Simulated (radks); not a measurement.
Species: neutral bismuth. Configuration: [Hg] 6p3. Method: scalar-relativistic Kohn-Sham, MS2 meta-GGA, spin-polarised, spherical densities, finite nucleus; open shells are filled with parallel spins first (spin-orbit coupling, left out, can overturn this in heavy ions); meta-GGA in the generalised Kohn-Sham scheme; Fermi nuclear charge, rms radius 5.5211 fm; computed with a radial shooting solver on a logarithmic mesh with Libxc functionals.

Unscreened Slater integrals over Kohn-Sham orbitals (eV). They are taken over the spin-up orbitals.

integral,value
"F0(6p,6p)",8.2459
"F2(6p,6p)",4.4175
"F0(6p,6s)",9.2910
"G1(6p,6s)",5.5949
"F0(6p,5d)",10.326
"F2(6p,5d)",2.9765
"G1(6p,5d)",1.1181
"G3(6p,5d)",0.92953
"F0(6p,5p)",10.563
"F2(6p,5p)",2.1950
"G0(6p,5p)",0.34235
"G2(6p,5p)",0.46100
"F0(6s,6s)",11.031
"F0(6s,5d)",13.223
"G2(6s,5d)",2.6081
"F0(6s,5p)",13.734
"G1(6s,5p)",0.96521
"F0(5d,5d)",19.854
"F2(5d,5d)",10.364
"F4(5d,5d)",6.9217
"F0(5d,5p)",22.209
"F2(5d,5p)",11.243
"G1(5d,5p)",13.718
"G3(5d,5p)",8.5508
"F0(5p,5p)",25.783
"F2(5p,5p)",13.942

Derived for the open shells (J is the average intra-shell exchange parameter used in DFT+U). 6p: J = F2/5 = 0.8835 eV.
